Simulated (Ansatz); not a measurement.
`BC(B)[SiH3]` → `BCB` + `[SiH2]` at 298.15 K and 1 bar (silylene formation by 1,1-elimination).

Program: Ansatz. Geometries: PBE0-D4/def2-TZVP. ΔE: electronic, gas phase. CBS: MP2 limit from def2 TZ/QZ plus the TZ coupled-cluster correction, frozen cores. This one scheme is used for every species.

| species | CCSD(T)/CBS energy (Eh) | H − E (kJ/mol) | S (J/(mol·K)) |
| --- | --- | --- | --- |
| `BC(B)[SiH3]` | -381.50288 | 241.5 | 328.8 |
| `BCB` | -91.21084 | 192.3 | 281.6 |
| `[SiH2]` | -290.19011 | 40.6 | 207.5 |

H − E and S are ideal-gas, rigid-rotor, harmonic terms from PBE0-D4/def2-TZVP, for one conformer and one mirror image of each species. 1 Eh = 2625.50 kJ/mol, R = 8.31446 J/(mol·K).

Q: By hand: ΔE, ΔH, ΔS and ΔG.

A: ΔE = (-91.21084) + (-290.19011) − (-381.50288) = 0.10193 Eh = 267.6 kJ/mol. Δ(H − E) = 192.3 + 40.6 − 241.5 = -8.6, so ΔH = 259.0 kJ/mol. ΔS = 281.6 + 207.5 − 328.8 = 160.3 J/(mol·K). ΔG = 259.0 − 298.15 × (160.3)/1000 = 211.2 kJ/mol.

Q: By hand: the equilibrium constant, and the temperature at which ΔG would vanish if ΔH and ΔS stayed fixed.

A: log₁₀ K = −ΔG/(RT ln 10) = -37.0. ΔG = 0 at ΔH/ΔS = 1616 K.

The number of gas molecules changes by +1, which sets the sign of ΔS. A doubt of 5 kJ/mol in ΔE shifts log₁₀ K by 0.9 here. Other conformers and mirror images would add mixing entropy, several J/(mol·K) or more a flexible species. These are equilibria of isolated gas molecules and say nothing of rates. Largest T1 diagnostic: 0.014 (customary marks: 0.02 for closed shells, 0.045 for open ones).
